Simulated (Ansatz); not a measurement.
Reaction (isomerisation): `ClC1[CH2][GeH2][O]1` → `O=C[CH](Cl)[GeH3]`

Computed with Ansatz on PBE0-D4/def2-TZVP structures; ΔE is electronic, products minus reactants. CBS: MP2 limit from def2 TZ/QZ plus the TZ coupled-cluster correction, frozen cores. Functionals use def2-TZVPP. B3LYP here is the variant with VWN-RPA as its local correlation; programs differ in this. HSE06 is defined as in plane-wave codes. For Ge outer-core shells are correlated without core-valence functions, which leaves a few kJ/mol of doubt a bond. Scalar relativity is left out up to krypton. One conformer a species, not always the lowest.

```tsv
level	ΔE (kJ/mol)	difference from CCSD(T)/CBS
PBE-D4	45.8	-6.1
revPBE-D4	42.0	-9.9
BLYP-D4	30.6	-21.3
r2SCAN-D4	49.4	-2.5
B97M-V	46.3	-5.6
PBE0-D4	53.3	1.4
r2SCANh-D4	51.6	-0.3
HSE06-D4	53.5	1.6
BHLYP-D4	44.9	-7.0
CAM-B3LYP-D4	45.6	-6.3
ωB97X-V	52.7	0.8
ωB97M-V	50.8	-1.1
B2PLYP	43.3	-8.6
PBE-QIDH	59.4	7.5
PBE	45.5	-6.4
revPBE	38.2	-13.7
BLYP	29.2	-22.7
r2SCAN	49.5	-2.4
B3LYP	37.5	-14.4
r2SCANh	51.7	-0.2
r2SCAN0	55.0	3.1
HSE06	53.4	1.5
BHLYP	44.8	-7.1
CAM-B3LYP	45.5	-6.4
LC-ωPBE	58.4	6.5
HF/def2-SVP	22.2	-29.7
MP2/def2-SVP	30.7	-21.2
CCSD/def2-SVP	25.7	-26.2
CCSD(T)/def2-SVP	24.3	-27.6
HF/def2-TZVPP	33.0	-18.9
MP2/def2-TZVPP	55.3	3.4
SCS-MP2/def2-TZVPP	49.1	-2.8
CCSD/def2-TZVPP	48.3	-3.6
CCSD(T)/def2-TZVPP	49.0	-2.9
HF/def2-QZVPP	33.2	-18.7
MP2/def2-QZVPP	57.1	5.2
SCS-MP2/def2-QZVPP	50.9	-1.0
HF/CBS(def2)	33.2	-18.7
MP2/CBS(def2)	58.3	6.4
CCSD/CBS(def2)	51.2	-0.7
CCSD(T)/CBS	51.9	0
```

Largest T1 diagnostic among the species: 0.013.

From PBE to PBE0 (25 % exact exchange), in def2-TZVPP and without D4, ΔE moves by +7.6 kJ/mol. In def2-TZVPP, CCSD(T) changes the Hartree–Fock value by +16.0 kJ/mol (the triples alone add +0.7 kJ/mol) and MP2 by +22.4 kJ/mol.

CCSD(T)/CBS has its own doubt, a few kJ/mol and more with outer-core shells, so smaller differences from it don't rank the levels.
